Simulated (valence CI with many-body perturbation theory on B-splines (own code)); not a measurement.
**Ir XXXIX: one-electron terms**

Computed by relativistic CI+MBPT: three valence electrons over a frozen Dirac-Fock core [Kr], radial functions for each j: 7 s, 7 p, 8 d, 6 f, 4 g, 1 h, with the one-electron correlation potential Σ1, the two-electron term Σ2, the three-electron term Σ3, Breit, model QED; selected CI, second order for the rest, scaled by the run's own slope (own B-spline code, finite nucleus).

The last digits are not significant, and no measured levels were compared; by estimate large intervals hold to a few tenths of a per cent, small ones and those within an open d or f shell to about a per cent. The list stops below the first excitations out of the core.

These are the spectroscopic orbitals of the CI (the correlating ones are not listed), shaped by the core and the other valence electrons. h is the expectation value of the core's Dirac-Fock operator, without the valence repulsion; Σ1 is computed up to l = 3 at one energy for each symmetry, that of its lowest orbital but kept below the first core excitation, so for empty shells it is not the orbital's own correlation shift; Breit and QED include the response of the core.

```
Orbital  h (hartree)  Σ1 (cm⁻¹)  Breit (cm⁻¹)  QED (cm⁻¹)  ⟨r⟩ (bohr)
  5s1/2      -47.149     -11990          5961        4584      0.6752
  6s1/2       -30.68      -4761          3127        2434       1.034
  7s1/2      -21.588      -2480          1814        1438       1.471
  5p1/2      -45.235     -12124          9231         143      0.6821
  6p1/2      -29.649      -4966          4954        81.7       1.048
  7p1/2      -20.969      -2628          2912        50.1       1.493
  5p3/2      -43.445     -10664          5312         541      0.7121
  6p3/2      -28.699      -4515          2893         298       1.084
  7p3/2      -20.403      -2424          1887         179       1.535
  4d3/2       -68.25     -23622          9570        -921      0.3962
  5d3/2       -40.41     -11378          4163        -330      0.7142
  6d3/2      -27.063      -5195          2259        -173       1.103
  4d5/2      -67.362     -22792          5732        -426      0.4025
  5d5/2      -40.022     -11161          2550        -124      0.7219
  6d5/2      -26.853      -5082          1391       -62.6       1.112
  4f5/2      -59.768     -46752          2450        -779      0.3724
  5f5/2      -36.824     -11086          1211        -284      0.7101
  4f7/2      -59.537     -41476           169        -599      0.3750
  5f7/2      -36.716     -10746           242        -206      0.7128
  5g7/2      -34.432                     -166        -131      0.6652
  5g9/2      -34.397                     -400         -99      0.6664
```

Among the shells of the start configuration 4d3, Σ1 is largest in size for 4d3/2, where it is 0.16 % of h.

Lowest root of each symmetry, sizes in configuration state functions:

| J | Parity | Roots | Reference | Variational | Second order | Change by selected CI (cm⁻¹) | Change by second order (cm⁻¹) |
| --- | --- | --- | --- | --- | --- | --- | --- |
| 1/2 | even | 2 | 67 | 2216 | 2394 | -2525 | -1 |
| 3/2 | even | 5 | 119 | 4132 | 5651 | -2526 | -1 |
| 5/2 | even | 5 | 143 | 4944 | 5405 | -1783 | -1 |
| 7/2 | even | 3 | 136 | 4541 | 6041 | -2278 | -2 |
| 9/2 | even | 3 | 116 | 3838 | 5536 | -2365 | -2 |
| 11/2 | even | 1 | 80 | 2539 | 4744 | -2458 | -2 |
| 1/2 | odd | 6 | 71 | 4039 | 3841 | -2316 | 0 |
| 3/2 | odd | 12 | 126 | 7572 | 5679 | -2640 | 0 |
| 5/2 | odd | 14 | 150 | 9339 | 7409 | -2889 | 0 |
| 7/2 | odd | 14 | 150 | 9471 | 6316 | -1619 | 0 |
| 9/2 | odd | 13 | 128 | 8405 | 6187 | -1712 | 0 |
| 11/2 | odd | 9 | 95 | 6454 | 3459 | -1824 | 0 |
| 13/2 | odd | 5 | 59 | 4403 | 2814 | -1407 | 0 |
| 15/2 | odd | 2 | 34 | 2139 | 2575 | -2119 | -1 |
